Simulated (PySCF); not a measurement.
**Nonlinear optical response: SMILES O=C[c-]1cccc1, [C6H5O]-, charge -1**

Geometry (Å), atoms numbered from 1 in this order:
```xyz
12

O    -2.871    1.238    0.343
C    -2.156    0.346   -0.107
C    -0.733    0.239   -0.083
C     0.203    1.160    0.480
C     1.482    0.653    0.276
C     1.370   -0.594   -0.418
C     0.019   -0.846   -0.636
H    -2.646   -0.537   -0.623
H    -0.070    2.092    0.977
H     2.419    1.123    0.590
H     2.204   -1.233   -0.721
H    -0.411   -1.716   -1.141
```

Total charge -1.

Method used: PySCF 2.14.0, quadratic response CAM-B3LYP/def2-TZVPD first hyperpolarisability, Taylor convention, gas phase. Geometry: PBE0-D3(BJ)/def2-SVP.

For a gas-phase anion, states above the detachment energy (about 2.3 eV, taken as minus the energy of the highest occupied orbital) lie in the continuum and depend on the basis.

Question: What is the first hyperpolarisability, and how does it disperse?

Answer: In au, Taylor convention; the vector part is βᵢ = ⅓ Σⱼ (βᵢⱼⱼ + βⱼᵢⱼ + βⱼⱼᵢ):
```tsv
process	λ (nm)	β vector norm	β HRS	depolarisation ratio
static β(0;0,0)	∞	279.2	166.7	2.47
second harmonic β(−2ω;ω,ω)	1907	312.2	186.2	2.49
Pockels β(−ω;ω,0)	1907	289.4	–	–
second harmonic β(−2ω;ω,ω)	1064	416.1	246.5	2.53
Pockels β(−ω;ω,0)	1064	314.8	–	–
```

Question: Which lowest excitations and polarisabilities go with it?

Answer: S1 4.16 eV (f = 0.004); S2 4.27 eV (f = 0.001); S3 4.50 eV (f = 0.001); isotropic α 93.0 au static, 93.6 au at 1907 nm, 95.0 au at 1064 nm, 95.6 au at 953.5 nm, 102.4 au at 532 nm.
